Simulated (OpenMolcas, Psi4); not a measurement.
**InClF2: a line through the functionals**

The species is InClF2 (4 atoms), meant as a singlet with charge 0. As SMILES, `[F][In]([F])[Cl]`. The coordinates come from a PBE0-D4/def2-TZVP relaxation.

The vertical energy of the triplet above the singlet y, in eV, basis def2-SVP with a core potential; a is the functional's share of exact exchange. Programs: OpenMolcas 26.06, Psi4 1.11.

| functional | program | a | y (eV) |
| --- | --- | --- | --- |
| PBE | Psi4 | 0 | 4.51 |
| TPSS | OpenMolcas | 0 | 4.65 |
| TPSSh | Psi4 | 0.1 | ? |
| B3LYP | Psi4 | 0.2 | 4.95 |
| PBE0 | Psi4 | 0.25 | 5.15 |
| BHLYP | Psi4 | 0.5 | 5.41 |

Q: Fit y = c + s·a to the known rows and predict TPSSh.

A: 
1. Means of the 5 rows: a = 0.1900, y = 4.934.
2. Σ(Δa)² = 0.172, Σ(Δa·Δy) = 0.2952, so the slope is 0.2952/0.172 = 1.7163.
3. Intercept: 4.934 − (1.7163) × 0.1900 = 4.608. The largest residual of the fit is 0.11.
4. TPSSh: 4.608 + (1.7163) × 0.1 = 4.78 eV.

The run gave 4.90 eV, so the prediction is off by -0.12 eV, about the largest residual. The rows mix families of semi-local functionals, which the line can't see. Spin-orbit coupling is left out.
